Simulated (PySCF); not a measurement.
C3Si, SMILES [C]1[c+]2[si-2][c+]21 (connectivity only; charge and spin as stated), neutral, multiplicity 1.

The structure is a stationary point at PBE-D3(BJ)/def2-TZVP.

The numbers are results of PySCF with PBE-D3(BJ)/def2-TZVP, not measurements.

Frequencies are harmonic and unscaled.

```json
[
 {"mode": "1", "ν (cm⁻¹)": "142", "IR (km/mol)": "17.2", "moving atoms (share of kinetic energy)": "C 92 %, Si 8 %"},
 {"mode": "2", "ν (cm⁻¹)": "411", "IR (km/mol)": "35.4", "moving atoms (share of kinetic energy)": "C 87 %, Si 13 %"},
 {"mode": "3", "ν (cm⁻¹)": "658", "IR (km/mol)": "40.6", "moving atoms (share of kinetic energy)": "C 50 %, Si 50 %"},
 {"mode": "4", "ν (cm⁻¹)": "979", "IR (km/mol)": "37.3", "moving atoms (share of kinetic energy)": "C 94 %"},
 {"mode": "5", "ν (cm⁻¹)": "1039", "IR (km/mol)": "2.1", "moving atoms (share of kinetic energy)": "C 98 %"},
 {"mode": "6", "ν (cm⁻¹)": "1362", "IR (km/mol)": "168.9", "moving atoms (share of kinetic energy)": "C 100 %"}
]
```
